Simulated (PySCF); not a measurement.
## A single-point calculation

[La(NH3)]3+ (singlet). PySCF 2.14.0, RKS PBE0, La lcecp-1-TZVP with ECP46, N def2-TZVP, H def2-TZVP; non-relativistic Hamiltonian with scalar-relativistic core potentials where named; density fitting; no spin-orbit coupling. Purpose: basis and core treatment f-in-core-III/TZVP.

```python
mol = gto.M(atom='''
La     0.00000     0.00000    -0.21497
N     -0.00000    -0.00000     2.26280
H      0.93936     0.00004     2.71906
H     -0.46971     0.81350     2.71906
H     -0.46965    -0.81353     2.71906''',
    basis={'La': 'lcecp-1-TZVP', 'N': 'def2-TZVP', 'H': 'def2-TZVP'},
    ecp={'La': 'lcecp-1-TZVP'},
    charge=3, spin=0)
mf = dft.RKS(mol, xc='PBE0')
mf.grids.atom_grid = (75, 302)  # f atoms: unpruned, at least (60, 302)
mf = mf.density_fit()  # fitting sets: La AutoAux, N def2-universal-JKFIT, H def2-universal-JKFIT
mf.conv_tol = 1e-08; mf.max_cycle = 55
mf.kernel(dm0)  # dm0: free metal ions and neutral atoms
mf.nuc_grad_method().kernel()
```

Run from Python with OMP_NUM_THREADS=2; the lines above give its settings. Where DIIS fails, smearing, a level shift and second-order steps follow.
It took 12 s on 2 threads of Arm Neoverse V1, with other jobs on the host.

(1) Where do the frontier levels lie, over both spins?

(2) What does the SCF print?

(3) What are the Mulliken charges and spins?

(4) What forces act on the atoms (eV/Å)?

The geometry was relaxed with PBE0 (La lcecp-1-SVP with ECP46, N def2-SVP, H def2-SVP).

Answers

(1) HOMO -26.62 eV, LUMO -19.49 eV. The large-core potential holds the 4f shell empty.

(2) 
```
init E= -79.0903042969166
cycle= 1 E= -84.5202501128448  delta_E= -5.43  |g|= 3.76  |ddm|=    2
cycle= 2 E= -75.2056615290991  delta_E= 9.31  |g|= 3.63  |ddm|= 3.49
cycle= 3 E= -85.5255826010709  delta_E= -10.3  |g|=  2.2  |ddm|= 3.97
cycle= 4 E= -86.513243521158  delta_E= -0.988  |g|= 1.14  |ddm|=  1.7
...
cycle= 10 E= -86.8459005123826  delta_E= -1.02e-08  |g|= 3.31e-05  |ddm|= 0.000283
cycle= 11 E= -86.8459005127051  delta_E= -3.22e-10  |g|= 2.71e-06  |ddm|= 4.57e-05
Extra cycle  E= -86.8459005127066  delta_E= -1.56e-12  |g|= 2.78e-06  |ddm|= 5.91e-06
converged SCF energy = -86.8459005127066
```

(3) 
| atom | charge (e) | spin (e) |
| --- | --- | --- |
| La1 | 2.592 | 0.000 |
| N2 | -0.752 | 0.000 |
| H3 | 0.387 | 0.000 |
| H4 | 0.387 | 0.000 |
| H5 | 0.387 | 0.000 |

(4) 
```
La   0.00  0.00  0.26
N    0.00  0.00  0.29
H   -0.21  0.00 -0.18
H    0.11 -0.19 -0.18
H    0.11  0.19 -0.18
```
Forces carry noise of the integration grid, about 0.01 to 0.03 eV/Å.
